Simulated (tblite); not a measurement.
Compound: CH9BrSi3.
Bonds: C1–Si2, Si2–Si3, Si2–Si4, Si2–Br5. Hydrogens: H6, H7, H8 on C1; H9, H10, H11 on Si3; H12, H13, H14 on Si4.

Computed with GFN2-xTB (tblite), gas phase: L-BFGS steps from a force-field or distance-geometry start until the largest atomic force falls under 0.01 eV/Å.

Step 28: E = -435.8993 eV
```
atom  x, y, z in Å  |  force x, y, z in eV/Å
C1      0.1752    1.3469   -1.3803    0.004  -0.013  -0.003
Si2    -0.0490    0.3627    0.2376   -0.039  -0.003   0.024
Si3    -2.0143   -0.8971    0.2153    0.030  -0.028  -0.008
Si4     1.9001   -0.7631    0.8441    0.026   0.003  -0.034
Br5    -0.3474    2.0942    1.7044   -0.013   0.016   0.091
H6      0.3291    0.6795   -2.2208    0.017  -0.040  -0.072
H7      1.0285    2.0161   -1.3245    0.073   0.025  -0.011
H8     -0.6941    1.9602   -1.5973   -0.073   0.026  -0.030
H9     -2.1978   -1.5292    1.5232   -0.011  -0.009  -0.026
H10    -1.8187   -1.9426   -0.7951   -0.025  -0.006   0.030
H11    -3.2402   -0.1761   -0.1164   -0.023   0.042  -0.006
H12     3.1161    0.0457    0.9042    0.006   0.030  -0.001
H13     1.7097   -1.3918    2.1503    0.013  -0.029   0.009
H14     2.1022   -1.8059   -0.1669    0.016  -0.013   0.035
```

Step 29: E = -435.9002 eV
```
atom  x, y, z in Å  |  force x, y, z in eV/Å
C1      0.1746    1.3448   -1.3784    0.008   0.011  -0.045
Si2    -0.0490    0.3563    0.2380   -0.028   0.000  -0.023
Si3    -2.0167   -0.8973    0.2134    0.012  -0.003  -0.005
Si4     1.9037   -0.7626    0.8430    0.012   0.011  -0.015
Br5    -0.3467    2.0862    1.7021   -0.017   0.036   0.114
H6      0.3299    0.6825   -2.2238    0.007  -0.038  -0.042
H7      1.0289    2.0146   -1.3220    0.042   0.009  -0.001
H8     -0.6956    1.9592   -1.5950   -0.038   0.004  -0.013
H9     -2.2014   -1.5277    1.5208   -0.018  -0.016  -0.004
H10    -1.8303   -1.9454   -0.7933   -0.018  -0.021   0.006
H11    -3.2380   -0.1669   -0.1173   -0.014   0.033  -0.002
H12     3.1134    0.0544    0.9025    0.018   0.034   0.001
H13     1.7137   -1.3904    2.1492    0.016  -0.029   0.021
H14     2.1128   -1.8079   -0.1612    0.019  -0.031   0.007
```

Step 30: E = -435.9010 eV
```
atom  x, y, z in Å  |  force x, y, z in eV/Å
C1      0.1743    1.3434   -1.3778    0.010   0.028  -0.072
Si2    -0.0494    0.3511    0.2379   -0.009   0.019  -0.055
Si3    -2.0185   -0.8976    0.2119   -0.015   0.020  -0.002
Si4     1.9069   -0.7620    0.8419   -0.002   0.015   0.009
Br5    -0.3464    2.0803    1.7028   -0.018   0.036   0.116
H6      0.3307    0.6840   -2.2267   -0.002  -0.022  -0.007
H7      1.0300    2.0136   -1.3203    0.000  -0.012   0.002
H8     -0.6976    1.9585   -1.5937    0.007  -0.021   0.000
H9     -2.2043   -1.5270    1.5186   -0.023  -0.020   0.012
H10    -1.8398   -1.9482   -0.7916   -0.013  -0.033  -0.015
H11    -3.2362   -0.1585   -0.1182    0.002   0.019   0.002
H12     3.1113    0.0623    0.9008    0.023   0.033   0.002
H13     1.7169   -1.3901    2.1484    0.020  -0.022   0.020
H14     2.1215   -1.8102   -0.1563    0.022  -0.040  -0.014
```

Step 31: E = -435.9020 eV
```
atom  x, y, z in Å  |  force x, y, z in eV/Å
C1      0.1742    1.3423   -1.3783    0.010   0.034  -0.081
Si2    -0.0501    0.3459    0.2366    0.016   0.045  -0.072
Si3    -2.0208   -0.8975    0.2100   -0.043   0.033   0.000
Si4     1.9106   -0.7609    0.8408   -0.012   0.010   0.030
Br5    -0.3466    2.0741    1.7062   -0.016   0.022   0.101
H6      0.3316    0.6851   -2.2303   -0.012  -0.002   0.028
H7      1.0315    2.0122   -1.3184   -0.042  -0.030  -0.002
H8     -0.6999    1.9574   -1.5925    0.053  -0.040   0.006
H9     -2.2082   -1.5267    1.5160   -0.028  -0.019   0.024
H10    -1.8510   -1.9521   -0.7896   -0.009  -0.036  -0.030
H11    -3.2342   -0.1485   -0.1191    0.017   0.004   0.007
H12     3.1094    0.0720    0.8991    0.019   0.025   0.003
H13     1.7211   -1.3903    2.1478    0.024  -0.009   0.012
H14     2.1318   -1.8136   -0.1506    0.023  -0.038  -0.026
```

Task: Estimate the geometry and energy of step 32. (The exact step hangs on the optimiser's Hessian estimate; all steps are aligned on step 31, rigid shifts and turns removed.)

Result: E = -435.9033 eV, largest force 0.100 eV/Å
```
atom  x, y, z in Å  |  force x, y, z in eV/Å
C1      0.1742    1.3412   -1.3802    0.008   0.025  -0.065
Si2    -0.0508    0.3406    0.2337    0.038   0.064  -0.067
Si3    -2.0244   -0.8968    0.2077   -0.059   0.027   0.002
Si4     1.9151   -0.7593    0.8398   -0.013  -0.003   0.040
Br5    -0.3472    2.0670    1.7125   -0.012  -0.006   0.070
H6      0.3326    0.6866   -2.2350   -0.019   0.012   0.051
H7      1.0328    2.0102   -1.3161   -0.071  -0.034  -0.011
H8     -0.7020    1.9555   -1.5909    0.084  -0.042   0.002
H9     -2.2142   -1.5266    1.5132   -0.029  -0.011   0.028
H10    -1.8655   -1.9574   -0.7876   -0.005  -0.024  -0.036
H11    -3.2320   -0.1364   -0.1200    0.026  -0.009   0.009
H12     3.1079    0.0840    0.8972    0.005   0.010   0.003
H13     1.7274   -1.3907    2.1472    0.028   0.010   0.000
H14     2.1454   -1.8183   -0.1438    0.019  -0.018  -0.027
```

The energy changes by -0.0012 eV. The first-order estimate −F·Δx gives -0.0017 eV and the mean of the old and new forces, exact on a quadratic surface, -0.0012 eV. The step makes an angle of 77° with the force vector and moves no atom by more than 0.016 Å.

The cost below is that of the whole relaxation. The run took 0.86 s wall on one thread, Arm Neoverse N1 (aarch64) (shared host).
